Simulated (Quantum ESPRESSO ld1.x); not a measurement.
Input (ld1.x (Quantum ESPRESSO 7.5)):

```
 &input
    zed=14.0,
    iswitch=1,
    rel=2,
    dft='RXC-VWN',
    config='[Ne] 3s1.5 3p2.5',
    rel_dist='average',
    verbosity='high',
    lsmall=.true.,
    prefix='ld1',
    max_out_wfc=37,
    file_charge='ld1.rho',
 /
```

Command: `OMP_NUM_THREADS=1 ld1.x < ld1.in > ld1.out`

It prints:

```
     Program LD1 v.7.5 starts

     --------------------------- All-electron run ----------------------------

     dirac relativistic calculation

     atomic number is 14.00
     dft =RXC-VWN   lsd =0 sic =0 latt =0  beta=0.20 tr2=1.0E-14
     Exchange-correlation= RXC-VWN
                           (   3   2   0   0   0   0   0)
     mesh =1907 r(mesh) = 100.37796 a.u. xmin = -8.00 dx = 0.00800
     1 Ry =  13.60569312 eV, c = 137.03599908

     n l j   nl                  e(Ry)          e(Ha)          e(eV)
     Spin orbit split results
     1 0 0.5 1S 1( 2.00)    -130.576843919     -65.288421960  -1776.5884673
     2 0 0.5 2S 1( 2.00)     -10.246744487      -5.123372243   -139.4140610
     2 1 0.5 2P 1( 2.00)      -7.115959431      -3.557979716    -96.8175603
     2 1 1.5 2P 1( 4.00)      -7.068509689      -3.534254844    -96.1719737
     3 0 0.5 3S 1( 1.50)      -0.827561137      -0.413780568    -11.2595429
     3 1 0.5 3P 1( 0.83)      -0.329466513      -0.164733256     -4.4826203
     3 1 1.5 3P 1( 1.67)      -0.326968738      -0.163484369     -4.4486363
     Averaged results
     1 0     1S 1( 2.00)    -130.576843919     -65.288421960  -1776.5884673
     2 0     2S 1( 2.00)     -10.246744487      -5.123372243   -139.4140610
     2 1     2P 1( 6.00)      -7.084326270      -3.542163135    -96.3871692
     3 0     3S 1( 1.50)      -0.827561137      -0.413780568    -11.2595429
     3 1     3P 1( 2.50)      -0.327801330      -0.163900665     -4.4599643

     final scf error:  7.7E-15 reached in  21 iterations

     Etot =    -577.145636 Ry,    -288.572818 Ha,   -7852.466409 eV

     Ekin =     577.731601 Ry,     288.865801 Ha,    7860.438872 eV
     Encl =   -1379.245232 Ry,    -689.622616 Ha,  -18765.587372 eV
     Eh   =     263.249170 Ry,     131.624585 Ha,    3581.687416 eV
     Exc  =     -38.881174 Ry,     -19.440587 Ha,    -529.005324 eV

     normalization and overlap integrals

     s(1S/1S) =  1.000000  <r> =   0.1117  <r2> =    0.0168  r(max) =   0.0732
     LC norm =  0.99756145 + SC norm =  0.00243855 =  1.00000000
     s(1S/2S) =  0.000000
     s(1S/3S) = -0.000000
     s(2S/2S) =  1.000000  <r> =   0.5708  <r2> =    0.3897  r(max) =   0.4570
     LC norm =  0.99965398 + SC norm =  0.00034602 =  1.00000000
     s(2S/3S) =  0.000000
     s(2P/2P) =  1.000000  <r> =   0.5372  <r2> =    0.3647  r(max) =   0.3863
     LC norm =  0.99967355 + SC norm =  0.00032645 =  1.00000000
     s(2P/3P) =  0.000000
     s(2P/2P) =  1.000000  <r> =   0.5394  <r2> =    0.3676  r(max) =   0.3863
     LC norm =  0.99967535 + SC norm =  0.00032465 =  1.00000000
     s(2P/3P) =  0.000000
     s(3S/3S) =  1.000000  <r> =   2.1421  <r2> =    5.3557  r(max) =   1.7664
     LC norm =  0.99995593 + SC norm =  0.00004407 =  1.00000000
     s(3P/3P) =  1.000000  <r> =   2.7400  <r2> =    9.0301  r(max) =   2.1232
     LC norm =  0.99997148 + SC norm =  0.00002852 =  1.00000000
     s(3P/3P) =  1.000000  <r> =   2.7495  <r2> =    9.0925  r(max) =   2.1232
     LC norm =  0.99997164 + SC norm =  0.00002836 =  1.00000000

     LC charge = 13.99234223 + SC charge =  0.00765777 = 14.00000000

     ------------------------ End of All-electron run ------------------------
```

Run on one thread of a shared host, so times are rough (Intel(R) Xeon(R) Processor @ 2.60GHz): 0.32 s of CPU time, 1.2 s wall, 21 iterations on 1907 mesh points.
